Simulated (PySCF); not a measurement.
Al(H)(OMe)(OSiH3) (CH7AlO2Si), SMILES C[O][AlH][O][SiH3].

Geometry optimised at B3LYP-D3(BJ)/def2-SVP. Other conformers were not sampled.

Two levels are set side by side: PBE/def2-TZVP (PySCF) and ωB97X/def2-TZVP (PySCF). Same geometry, gas phase. Differences are taken from unrounded values.

```json
[
 {"quantity": "orbital gap (eV)", "ωB97X": "12.26"},
 {"quantity": "highest occupied level (eV)", "ωB97X": "-10.68"},
 {"quantity": "lowest empty level (eV)", "ωB97X": "1.58"},
 {"quantity": "dipole moment (D)", "ωB97X": "0.78"},
 {"quantity": "mean polarisability (bohr³)", "ωB97X": "67.2"}
]
```

**Question.** What does PBE give, and how far is it from ωB97X? (The exact figures need the calculation; the answer reports its results.)

**Answer.** 
```tsv
quantity	PBE	PBE minus ωB97X
orbital gap (eV)	5.59	-6.67
highest occupied level (eV)	-6.70	3.98
lowest empty level (eV)	-1.11	-2.69
dipole moment (D)	0.74	-0.03
mean polarisability (bohr³)	72.4	5.2
```

Without exact exchange PBE keeps part of each electron's self-repulsion, which lifts occupied levels and narrows the gap. PBE's more diffuse valence density responds more strongly to a field. Differences between two approximate levels are no errors against the true value.

Rough cost on one machine, each run with all the roots and properties that it gave: ωB97X against PBE within a factor of 2.
